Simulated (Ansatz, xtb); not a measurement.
Ranking isomers of C5H6GeN2

6 gas-phase structures of C5H6GeN2, from a drawn sample of its isomers (lower ones may exist). Each was relaxed with GFN2-xTB; where two conformers were screened, the lower at r2SCAN-D4/def2-SVP is listed:

A. `N#CC1=[CH][Ge@H]([NH2])[CH]=C1`, a singlet
B. `N#CC(C#N)=C[CH2][GeH3]`, a singlet
C. `N#C[C]1=CC=[CH][Ge@@H]1[NH2]`, a singlet
D. `C=[CH][GeH2][CH](C#N)C#N`, a singlet
E. `C#C[C@@H]1[NH][GeH2][C@H]1C#N`, a singlet
F. `N#[C][GeH]([C]#N)[CH]1CC1`, a singlet

Task: Make a reasoned guess at their ranking by r2SCAN-D4/def2-SVP single-point energy.

Result: Calculated order at r2SCAN-D4/def2-SVP: C (0.000), A (0.174), F (0.634), B (0.759), D (1.066), E (2.190) eV.

Energies above the lowest of each column, in eV; the last columns are at PBE-D3(BJ)/def2-SVP geometries and were run for some of them only (a dash: not run or not comparable):

| structure | GFN2-xTB | HF/STO-3G | r2SCAN-D4/def2-SVP | PBE-D3(BJ)/def2-SVP | CCSD(T)/def2-SVP + ΔMP2/def2-TZVPP |
| --- | --- | --- | --- | --- | --- |
| C | 0.000 | 1.032 | 0.000 | 0.000 | 0.000 |
| A | 0.127 | 1.088 | 0.174 | 0.175 | 0.092 |
| F | 0.907 | 0.000 | 0.634 | 0.663 | – |
| B | 0.281 | 1.288 | 0.759 | 0.651 | 0.752 |
| D | 0.803 | 1.536 | 1.066 | – | – |
| E | 0.920 | 2.640 | 2.190 | – | – |

CCSD(T)/def2-SVP + ΔMP2/def2-TZVPP puts C lowest of those it was run on; HF/STO-3G picks F. Flexible structures stand in one conformer each, not always the lowest. Frequencies (GFN2-xTB) were run for A, B, C alone. The ΔMP2 step shifts differences by up to 0.367 eV, which makes them less sure. ΔMP2 is the change of the MP2 energy from the smaller to the larger basis.

Over these structures GFN2-xTB departs from r2SCAN-D4/def2-SVP by 0.384 eV on average once a common shift is removed. A GFN2-xTB relaxation took about 0.12 s and the r2SCAN-D4/def2-SVP energy about 2.5 s on a shared host (Ansatz 0.2.0, xtb 6.7.1).
